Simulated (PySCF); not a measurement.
Gas-phase equilibrium of 1 mol B₂O₃, 81 mol H₂O at 1400 K and 0.00133 bar, among 22 species (BH₃, BO, O₂, B₂H₆, O, HO₂, B₃O₃H₃, H₂O, H, HBO₂, H₂O₂, O₃, B₂O, H₂, (HBO₂)₃, B(OH)₃, BH, BH₂, B₂O₂, B₂O₃, B, OH). Only gases are allowed; each row takes one source of thermochemistry for all species, and Cantera finds the minimum.

Energies from PySCF (xtb for GFN2), thermal terms from the rigid-rotor harmonic-oscillator model, ideal gas at 1 bar. † marks an energy on the PBE0/def2-TZVP geometry and frequencies; other levels use their own. 6-31G* has spherical d functions here. Open shells (unrestricted) among the columns below: O₂ (multiplicity 3), O (multiplicity 3, electronic degeneracy 9), H (multiplicity 2), OH (multiplicity 2, electronic degeneracy 4); the rest are closed-shell singlets. GFN2 has no spin-polarisation term. Spin-orbit splitting is ignored; it lowers the true energy and changes the entropy of O, OH. B3LYP is the form with VWN-RPA correlation. The harmonic model lacks anharmonicity and excited electronic states, which grow with temperature; levels with a mode under 35 cm⁻¹ are left out.

Molecules larger than those listed are left out. Table species left out: BO2, B2, HBO.

With B3LYP/6-31G* thermochemistry: H₂O 0.92, H₂ 0.035, O 1.9e-6, OH 0.00049, HBO₂ 0.024, O₂ 0.017, H 2.5e-5.

Q: How far does the composition move with the other sources (B3LYP/def2-TZVP†, BLYP/def2-TZVP†, GFN2-xTB, HF/def2-TZVP†, M06-2X/def2-TZVP†)?

A: 
```json
[
 {"thermochemistry": "B3LYP/6-31G*", "x H₂O": "0.92", "x H₂": "0.035", "x O": "1.9e-6", "x OH": "0.00049", "x HBO₂": "0.024", "x O₂": "0.017", "x H": "2.5e-5"},
 {"thermochemistry": "B3LYP/def2-TZVP†", "x H₂O": "0.97", "x H₂": "0.0039", "x O": "7.1e-7", "x OH": "0.00030", "x HBO₂": "0.024", "x O₂": "0.0019", "x H": "7.9e-6"},
 {"thermochemistry": "BLYP/def2-TZVP†", "x H₂O": "0.96", "x H₂": "0.0087", "x O": "1.4e-7", "x OH": "0.00017", "x HBO₂": "0.024", "x O₂": "0.0043", "x H": "1.3e-5"},
 {"thermochemistry": "GFN2-xTB", "x H₂O": "0.98", "x H₂": "1.0e-5", "x O": "<1e-12", "x OH": "1.9e-7", "x HBO₂": "0.023", "x O₂": "2.0e-7", "x H": "3.3e-8"},
 {"thermochemistry": "HF/def2-TZVP†", "x H₂O": "0.51", "x H₂": "0.22", "x O": "0.20", "x OH": "0.051", "x HBO₂": "0.019", "x O₂": "1.4e-6", "x H": "0.0071"},
 {"thermochemistry": "M06-2X/def2-TZVP†", "x H₂O": "0.97", "x H₂": "0.0017", "x O": "6.0e-7", "x OH": "0.00016", "x HBO₂": "0.024", "x O₂": "0.00081", "x H": "7.5e-6"}
]
```
The most sensitive of these is O: it spans a factor of 10^11.3 over these rows; at this temperature one factor of ten is RT ln 10 = 27 kJ/mol.
